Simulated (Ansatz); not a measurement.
Abridged output of a molecular run in Ansatz:

```
Functional definition: HF
1161 factors; integrals over basis functions are off by at most 1.2e-3 eV
mean field evaluation 1: about -65478.4462 eV, gradient 4.4e1 eV
mean field evaluation 2: about -65478.4771 eV, gradient 4.4e1 eV
mean field evaluation 4: about -65482.9559 eV, gradient 3.6e0 eV
mean field evaluation 8: about -65483.0058 eV, gradient 2.1e-4 eV
mean field -65483.00578770 eV, -2406.4560767224 hartree, gradient 2.8e-6 eV, S^2 0.000000; 0 other end points of the search recorded, 0 dependent functions left out
17 core orbitals not correlated: weight in the atoms' cores, before any rotation towards them, 1.000 or more for the frozen orbitals, at most 0.000 for the correlated occupied ones
reference -65483.00578770 eV, -2406.4560767224 hartree; 19, 19 occupied and 81, 81 virtual orbitals, 1161 factors
second order -21.71172425 eV of doubles, -0.00000000 eV of singles
cycle   1  -21.59412486 eV  change    1.2e-1 eV  update   1.2e-1
cycle   2  -22.23410901 eV  change   -6.4e-1 eV  update   3.6e-2
cycle   3  -22.36978270 eV  change   -1.4e-1 eV  update   1.9e-2
cycle   4  -22.35865307 eV  change    1.1e-2 eV  update   4.8e-3
cycle   5  -22.35751882 eV  change    1.1e-3 eV  update   2.4e-3
cycle   6  -22.35759492 eV  change   -7.6e-5 eV  update   7.9e-4
cycle   7  -22.35746827 eV  change    1.3e-4 eV  update   3.4e-4
cycle   8  -22.35742528 eV  change    4.3e-5 eV  update   1.1e-4
cycle   9  -22.35744215 eV  change   -1.7e-5 eV  update   4.1e-5
perturbative correction -0.65734399 eV, -0.0241569460 hartree
Total energy: -65506.02057384 eV, -2407.3018545131 hartree
```

Its atoms:

```xyz
10

F    -1.879   -0.587    1.369
Si   -0.578   -0.815    0.456
C    -0.584    0.252   -1.077
Ga    1.062    1.077   -0.318
N     0.838   -0.099    1.105
H    -0.512   -2.287    0.269
H    -0.438   -0.264   -2.027
H    -1.443    0.919   -1.171
H     2.194    2.109   -0.558
H     1.340   -0.304    1.953
```

(1) Which basis set was used?
A. def2-TZVPPD
B. def2-SVPD
C. def2-QZVPP
D. def2-SVP

(2) Write the keys of the input that set method, charge and spin (a neutral closed shell needs none for the last two).

## Answers

(1) D. It gives 117 functions.

(2) 
```yaml
correlation: {method: ccsd_t}
```
